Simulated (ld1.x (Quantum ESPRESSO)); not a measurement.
# Which change was made? (H, PAW)

ld1.x (Quantum ESPRESSO) 7.5 input, shortened:

```
&input
   title='H', zed=1., rel=1, dft='PBESOL', iswitch=3,
   config='1s1 2p-2'
 /
 &inputp
   pseudotype=3, lpaw=.true., tm=.true., lloc=-1, rcloc=1.30,
   nlcc=.false.,
   which_augfun='PSQ', rmatch_augfun_nc=.true.
 /
4
1S  1  0   1.00   0.00  1.35  1.40  0.0
1S  1  0   0.00  -0.10  1.35  1.40  0.0
2P  2  1  -2.00   0.20  0.90  1.25  0.0
2P  2  1  -2.00   2.05  0.90  1.25  0.0
 &test
   configts(1)='1s1'
 /
```

Cutoffs, loose and tight: the cutoffs (Ry, on a coarse ladder) from which the occupation-weighted sum of valence levels, in a spherical-Bessel basis at the reference potential, stays within 10 and 1 mRy of its value at 400 Ry. They do not see the model core or the augmentation charge, which bear on the density cutoff. Test errors are all-electron minus pseudo excitation energies from the reference, over the configurations 1s0.5; variants that change the core or the reference have their own tests.

The base gives: outcome: generated; cutoff, loose: 12 Ry; cutoff, tight: 21 Ry; bound ghosts: none.

(1) After one change the result is: outcome: generated; cutoff, loose: 8 Ry; cutoff, tight: 12 Ry; bound ghosts: none. Which change was it?
A. all radii scaled by about 1.12 (s 1.56, p 1.40 bohr, rcut 1.50/1.00); local potential all-electron potential smoothed inside 1.44 bohr (lloc = -1)
B. all radii scaled by about 0.75 (s 1.06, p 0.94 bohr, rcut 1.02/0.68); local potential all-electron potential smoothed inside 0.98 bohr (lloc = -1)
C. all radii scaled by about 1.31 (s 1.82, p 1.64 bohr, rcut 1.76/1.18); local potential all-electron potential smoothed inside 1.70 bohr (lloc = -1)
D. all radii scaled by about 0.83 (s 1.16, p 1.04 bohr, rcut 1.12/0.76); local potential all-electron potential smoothed inside 1.08 bohr (lloc = -1)

## Answers

(1) C. The others give: all radii scaled by about 0.83 (s 1.16, p 1.04 bohr, rcut 1.12/0.76); local potential all-electron potential smoothed inside 1.08 bohr (lloc = -1) → outcome: generated; cutoff, loose: 15 Ry; cutoff, tight: 30 Ry; bound ghosts: none | all radii scaled by about 1.12 (s 1.56, p 1.40 bohr, rcut 1.50/1.00); local potential all-electron potential smoothed inside 1.44 bohr (lloc = -1) → outcome: generated; cutoff, loose: 10 Ry; cutoff, tight: 18 Ry; bound ghosts: none | all radii scaled by about 0.75 (s 1.06, p 0.94 bohr, rcut 1.02/0.68); local potential all-electron potential smoothed inside 0.98 bohr (lloc = -1) → outcome: generated; cutoff, loose: 18 Ry; cutoff, tight: 35 Ry; bound ghosts: none.
